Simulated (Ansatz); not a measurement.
Basis sets compared for Cu(C2H4)H (C₂H₅Cu). The state is a singlet with charge 0. Geometry r2SCAN-D4/def2-TZVP. Ansatz on 4 threads of Arm Neoverse V1 on a shared host; times are rough, and most runs start from earlier orbitals.

```xyz
8

Cu    0.010   -1.266    0.356
C     0.387    0.766    0.365
C    -0.395    0.458   -0.707
H    -0.046    1.111    1.300
H     1.467    0.835    0.276
H     0.037    0.273   -1.686
H    -1.476    0.548   -0.663
H     0.018   -2.725    0.760
```

The 6-31G sets use Cartesian d functions. B3LYP takes the VWN-RPA correlation.

Binding counts from free atoms (Cu doublet, C triplet, H doublet) in the same basis, without a counterpoise term.

| level | functions | energy (Eh) | HOMO (eV) | LUMO (eV) | binding per atom (eV) | wall time |
| --- | --- | --- | --- | --- | --- | --- |
| HF/STO-3G | 33 | -1697.9398 | -4.95 | 3.56 | – | 0.2 s |
| HF/6-31G | 57 | -1717.1780 | -8.48 | 1.74 | 2.60 | 0.3 s |
| HF/def2-TZVP | 137 | -1717.5418 | -8.63 | 1.86 | 2.50 | 0.85 s |
| PBE-D4/def2-SVP | 84 | -1719.0500 | -5.17 | -2.46 | 3.67 | 0.8 s |
| PBE-D4/def2-TZVP (with forces) | 137 | -1719.3936 | -5.35 | -2.68 | 3.60 | 1.6 s |
| r2SCAN-D4/def2-TZVP | 137 | -1719.6824 | -5.46 | -2.52 | 3.57 | 2.8 s |
| B3LYP-D4/6-31G | 57 | -1719.4340 | -5.94 | -1.57 | 3.65 | 0.75 s |
| B3LYP-D4/def2-TZVP | 137 | -1719.8046 | -6.25 | -1.95 | 3.51 | 1.6 s |
| PBE0-D4/def2-SVP | 84 | -1719.0616 | -6.23 | -1.52 | 3.57 | 1.1 s |
| PBE0-D4/def2-TZVP | 137 | -1719.3933 | -6.38 | -1.73 | 3.51 | 1.7 s |

Problem. Estimate the rows for PBE-D4/def2-TZVPD, r2SCAN-D4/def2-TZVPD, PBE0-D4/def2-TZVPD.

Solution. 
| level | functions | energy (Eh) | HOMO (eV) | LUMO (eV) | binding per atom (eV) | wall time |
| --- | --- | --- | --- | --- | --- | --- |
| PBE-D4/def2-TZVPD | 167 | -1719.3948 | -5.36 | -2.72 | 3.61 | 1.8 s |
| r2SCAN-D4/def2-TZVPD | 167 | -1719.6833 | -5.47 | -2.55 | 3.57 | 3.5 s |
| PBE0-D4/def2-TZVPD | 167 | -1719.3942 | -6.39 | -1.80 | 3.52 | 2 s |
